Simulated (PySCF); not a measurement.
**Continuum solvent and chemical shifts**

Numbering as in the mapped SMILES `[CH3:1][c:2]1[cH:3][cH:4][c:5]2[cH:6][cH:7][cH:8][cH:9][c:10]2[cH:11]1` (H(Xn): hydrogen on atom n).

GIAO PBE0/pcSseg-1 in PySCF 2.14.0 with density-fitted response routines on one PBE0-D3(BJ)/def2-SVP conformer, non-relativistic, equivalent nuclei averaged. Solvents enter as an IEF-PCM continuum (chloroform with ε = 4.7, acetonitrile with ε = 35.7) around the gas-phase geometry. Shifts are referred to TMS computed in the same medium.

Gas phase, δ in ppm: C2 140.5, C10 137.2, C5 135.2, C4 133.5, C6 133.3, C9 133.0, C3 132.8, C11 132.7, C8 131.4, C7 130.5, C1 23.9, H(C6) 7.89, H(C4) 7.88, H(C9) 7.86. Dipole moment 0.54 D.

Q: How does each δ change in the continuum?

A: 
```
atoms                        environment  Δδ, chloroform  Δδ, acetonitrile
   C2        substituted aromatic carbon            +2.4              +3.4
  C10        ring-fusion aromatic carbon            +0.4              +0.5
   C5        ring-fusion aromatic carbon            +0.3              +0.4
   C4                        aromatic CH            +0.8              +1.2
   C6                        aromatic CH            +1.0              +1.4
   C9                        aromatic CH            +0.9              +1.3
   C3                        aromatic CH            +1.5              +2.2
  C11                        aromatic CH            +0.5              +0.8
   C8                        aromatic CH            +1.2              +1.7
   C7                        aromatic CH            +1.1              +1.6
   C1  methyl carbon on an aromatic ring            +0.2              +0.3
H(C6)         hydrogen on an aromatic CH           +0.18             +0.27
H(C4)         hydrogen on an aromatic CH           +0.18             +0.27
H(C9)         hydrogen on an aromatic CH           +0.18             +0.27
```

Changes are relative to the gas phase. The dipole moment becomes 0.71 D in chloroform, 0.77 D in acetonitrile.

Q: Which of the listed nuclei move most (in ppm), and what does the model miss?

A: C2 (substituted aromatic carbon, +3.4 ppm) in acetonitrile. A continuum only polarises the solute; specific hydrogen bonds, the anisotropy of aromatic solvents and changes of geometry or conformer are outside it.
